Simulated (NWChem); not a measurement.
# CH7FN2Si; SMILES [Si@H](N)(NC)F

```xyz
12

C      0.1297     2.3798    -0.0650
N     -0.3570     1.0794     0.3791
Si     0.0386    -0.4325    -0.3107
N     -1.2072    -1.5287     0.1343
F      1.3887    -1.1492     0.2333
H      0.4953     2.2946    -1.0934
H     -0.6729     3.1289    -0.0618
H      0.9559     2.7623     0.5516
H     -0.7396     1.0784     1.3181
H      0.3051    -0.1605    -1.7457
H     -1.0350    -2.5259     0.1387
H     -2.1760    -1.3145    -0.0623
```
Atoms are numbered in this order, from 1.

All runs: NWChem. Pople sets run with spherical d functions. The geometry was optimised at B3LYP/6-31G* (spherical d). Ions are spin-unrestricted doublets at the neutral geometry. Hybrids' shares of exact exchange are those that their runs print; pure functionals count as 0. The functionals differ in more than this share.

```csv
row,share of exact exchange,ΔSCF ionisation energy minus −ε(HOMO) (eV)
PBE/6-31G*,0.00,3.29
B3LYP/6-31G*,0.20,2.46
BHandHLYP/6-31G*,0.50,0.92
M06-2X/6-31G*,0.54,withheld
```

Fit a straight line of the last column on the one before it, predict the withheld value, and compare with the run.


1. Means of the 3 shown rows: x = 0.233, y = 2.223. Slope Σ(x − x̄)(y − ȳ)/Σ(x − x̄)² = -0.6043/0.1267 = -4.771; intercept 3.337.
2. The shown rows scatter about the line by 0.055 (root mean square); the largest residual is +0.08, at B3LYP/6-31G*.
3. At x = 0.54 (M06-2X/6-31G*; beyond the shown range) the line gives 0.76.
4. The run gives 1.18, +0.42 from the line, 7.6 times the scatter. The line crosses zero at a share of 0.70, outside the shown range.
